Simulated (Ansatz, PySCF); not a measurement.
GeH7NSi2, SMILES [GeH2]1[SiH2][SiH2][NH]1.

Coordinates come from a PBE0-D3(BJ)/def2-SVP optimisation. This is a generated structure with no PubChem entry under its InChIKey; it may be hypothetical.

Vertical ionisation energy (IE) and electron affinity (EA) in eV. Rows of orbital energies are one-electron estimates. Where ΔSCF, EOM or ADC give a negative EA the extra electron is unbound and the value depends on the basis.

```
level                                                                       IE     EA
------------------------------------------------------------------------  ----  -----
−ε(HOMO), −ε(LUMO), B3LYP/def2-TZVP (PySCF)                               6.95   0.79
−ε(HOMO), −ε(LUMO), PBE/def2-TZVP (PySCF)                                 5.89   1.40
ΔSCF, CAM-B3LYP/def2-SVPD (Ansatz), final states of multiplicity 2 and 2  9.10  -0.86
ΔSCF, PBE/def2-SVPD (Ansatz), final states of multiplicity 2 and 2        8.75  -0.52
```

Q: What vertical singlet–triplet gap does ΔSCF give with CAM-B3LYP/def2-SVPD (Ansatz, an electronic-structure program) and with PBE/def2-SVPD (Ansatz)? (The exact figures need the calculation; the answer reports its results.)

A: 5.25 and 4.52 eV (triplet above singlet where positive).
